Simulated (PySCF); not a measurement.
## Working out the ionisation energy of Sb

Sb [Kr] 4d10 5s2 5p3 (4S) → Sb⁺ [Kr] 4d10 5s2 5p2 (3P). All numbers are calculated (PySCF 2.14, a scalar-relativistic core potential, in def2-QZVPPD with the def2 core potential (28 electrons) (8s6p5d4f1g, 88 functions)). Frozen: 4s2 4p6 4d10. Energies in hartree (1 hartree = 27.21139 eV):

```csv
part,Sb (lower),Sb⁺ (upper)
UHF,-239.277978,-238.962902
CCSD correlation,-0.077155,-0.061677
(T),-0.003001,-0.001644
```

Q: What does Hartree-Fock give?

A: (-238.962902) − (-239.277978) = 0.315076 hartree = 8.574 eV.

Q: What do CCSD and CCSD(T) give?

A: The CCSD correlation energies differ by 0.015478 hartree = 0.421 eV and the triples by 0.001357 hartree = 0.037 eV, so CCSD gives 8.995 eV and CCSD(T) 9.032 eV.

Measured between the centres of the two terms (NIST): 9.124 eV, so CCSD(T) (valence) is off by -0.092 eV.

What remains against the reference includes basis incompleteness, the frozen core and higher excitations.
